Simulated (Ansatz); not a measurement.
A series at Sb: from `[Cl][Sb]([Cl])[Cl]`, ligands are replaced one by one, each step taking up H–F and setting free HCl; n counts the steps. Ansatz, PBE0-D4/def2-TZVP geometries.

```csv
n,molecule,"HOMO energy, ωB97M-V/def2-TZVPP (eV)"
0,`[Cl][Sb]([Cl])[Cl]`,-10.57
1,`[F][Sb]([Cl])[Cl]`,-10.88
2,`[F][Sb]([F])[Cl]`,-11.30
3,`[F][Sb]([F])[F]`,?
```

By hand: fit a straight line y = ȳ + b (n − n̄) to the 3 given rows and predict n = 3.

n̄ = 1.000, ȳ = -10.917; Σ(n − n̄)(y − ȳ) = -0.730, Σ(n − n̄)² = 2.000, so b = -0.365 eV a step. Prediction: -10.917 + (-0.365) × (2.000) = -11.65 eV.

By hand: compare with the computed value, -11.98 eV, and give the steps along the whole series.

The line misses by -0.33 eV (computed minus predicted). Steps: -0.31, -0.42, -0.68 eV.

The steps grow at each stage, from -0.31 to -0.68 eV, so the series is curved and an end member is harder to predict than an inner one. The highest orbital can change its character along such a series. The miss is 23.4 % of the series' range.

Spin–orbit coupling is left out; it splits and shifts lone-pair levels of the heavy atoms by tenths of an eV.
